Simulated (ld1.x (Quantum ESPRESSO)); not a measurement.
**Which change was made? (B, PAW)**

- Element: B (Z = 5)
- Generator: ld1.x (Quantum ESPRESSO) 7.5
- Type: PAW
- Functional: PBEsol
- Relativity: scalar-relativistic
- Frozen core: [He]
- Valence charge: 3
- Reference configuration: 2s2 2p1
- Partial waves: 2s (bound): rcut 1.10, rcutus 1.30 bohr; 2s channel at -0.15 Ry: rcut 1.10, rcutus 1.30 bohr; 2p (bound): rcut 3.85, rcutus 4.15 bohr; 2p channel at 0.15 Ry: rcut 3.85, rcutus 4.15 bohr; 3d channel at -0.05 Ry: rcut 3.75, rcutus 4.40 bohr
- Local potential: all-electron potential smoothed inside 2.30 bohr (lloc = -2)
- Core correction: a·sin(br)/r model core inside 0.65 bohr
- Augmentation charge: PSQ, inside the norm-conserving radii

Cutoffs, loose and tight: the cutoffs (Ry, on a coarse ladder) from which the occupation-weighted sum of valence levels, in a spherical-Bessel basis at the reference potential, stays within 10 and 1 mRy of its value at 400 Ry. They do not see the model core or the augmentation charge, which bear on the density cutoff. Test errors are all-electron minus pseudo excitation energies from the reference, over the configurations 2s2 2p0; 2s1 2p0; 2s2 2p0.5; 2s2 2p1.3; 2s0 2p3; 2s1 2p1; 2s1 2p2; variants that change the core or the reference have their own tests. The largest error is taken over the tests solved by every variant that gives reliable tests at all, those not shown here included: 2s1 2p0; 2s1 2p2; 2s2 2p0; 2s2 2p0.5.

The base gives: outcome: generated; cutoff, loose: 15 Ry; cutoff, tight: 21 Ry; bound ghosts: none; largest test error (meV): +26.

After one change the result is: outcome: generated; cutoff, loose: 15 Ry; cutoff, tight: 21 Ry; bound ghosts: none; largest test error (meV): +32. Which change was it?
A. wave 2s channel at -0.15 Ry: rcut 1.10, rcutus 1.30 bohr becomes 2s channel at -0.56 Ry: rcut 1.10, rcutus 1.30 bohr
B. functional PBE; added wave 3d channel at 0.45 Ry: rcut 3.75, rcutus 4.40 bohr
C. reference 2s1 2p0; added wave 3d channel at 0.75 Ry: rcut 3.75, rcutus 4.40 bohr
D. local potential all-electron potential smoothed inside 2.52 bohr (lloc = -2)

A. The others give: local potential all-electron potential smoothed inside 2.52 bohr (lloc = -2) → outcome: generated, overlap not positive; bound ghosts: not determined (overlap not positive); largest test error (meV): +29 | functional PBE; added wave 3d channel at 0.45 Ry: rcut 3.75, rcutus 4.40 bohr → outcome: generated; cutoff, loose: 15 Ry; cutoff, tight: 21 Ry; bound ghosts: none; largest test error (meV): +9.2 | reference 2s1 2p0; added wave 3d channel at 0.75 Ry: rcut 3.75, rcutus 4.40 bohr → outcome: generated; cutoff, loose: 12 Ry; cutoff, tight: 21 Ry; bound ghosts: none; largest test error (meV): -5813 over the solved tests; test run stopped at test 4 of 7 (negative rho). A file whose overlap is not positive is unfit for use, and its test errors describe a broken file.
